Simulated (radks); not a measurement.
Results of a calculation; reference values are marked as such.
Valence configurations of Nb I (all share [Kr]). Level of theory: Dirac Kohn-Sham, PBEsol, spin-unpolarised, spherical densities, point nucleus; open shells fill j = l - 1/2 first (a radial shooting solver on a logarithmic mesh with Libxc functionals). Energies are relative to 4d4 5s1; eigenvalues in eV.

valence	E (eV)	e(4d3/2)	e(4d5/2)	e(5p1/2)	e(5s1/2)
4d3 5s2	-0.479	-4.697	-	-	-4.697
4d3.5 5s1.5	-0.354	-3.834	-	-	-4.326
4d4 5s1	0.000	-3.076	-	-	-3.987
4d4.5 5s0.5	0.617	-2.447	-2.303	-	-3.695
4d3 5s1.5 5p0.5	1.128	-5.260	-	-1.835	-5.084
4d5	1.381	-1.938	-1.802	-	-
4d4 5s0.5 5p0.5	1.440	-3.635	-	-1.478	-4.390
4d3 5s1 5p1	2.768	-5.791	-	-2.124	-5.436
4d4 5p1	2.911	-4.157	-	-1.783	-
4d2 5s2 5p1	3.708	-7.764	-	-2.520	-6.201

NIST lists [Kr] 4d4 5s1 as the ground configuration; this level of theory puts 4d3 5s2 lower, by 0.479 eV. The energies are those of spherical spin-averaged densities, not of single terms.
